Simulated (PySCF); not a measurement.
# UHF on Rh⁻ (rhodium, charge -1)

Configuration: [Kr] 4d8 5s2, high-spin 3F determinant. All numbers are calculated (PySCF 2.14, a scalar-relativistic core potential, in aug-cc-pVTZ-PP with ECP28MDF).

* Total energy: -109.387660 hartree
* One-electron energy: -196.6155 hartree
* Hartree (Coulomb) energy: 97.9549 hartree
* Exchange energy: -10.7271 hartree
* ⟨S²⟩: 2.1589
* ⟨L²⟩: 12.058
* Sum of ⟨r⟩: 31.22 bohr
* Sum of ⟨r²⟩: 98.66 bohr²

```tsv
shell	electrons	mean orbital energy (eV)	spread (eV)	rms radius, mean of both spins (bohr)
4s α	1	-98.150	0	1.06
4s β	1	-94.534	0	1.06
4p α	3	-61.312	0	1.17
4p β	3	-56.835	0	1.17
4d α	5	-7.452	1.152	1.74
4d β	3	-5.697	0	1.74
5s α	1	-1.445	0	5.66
5s β	1	-0.075	0	5.66
```

Energies and moments cover only the electrons outside the core potential. ⟨S²⟩ = 2.16 against 2.00 shows spin contamination. The outer electron is barely bound at this level, so radii and moments hang on the diffuse functions.
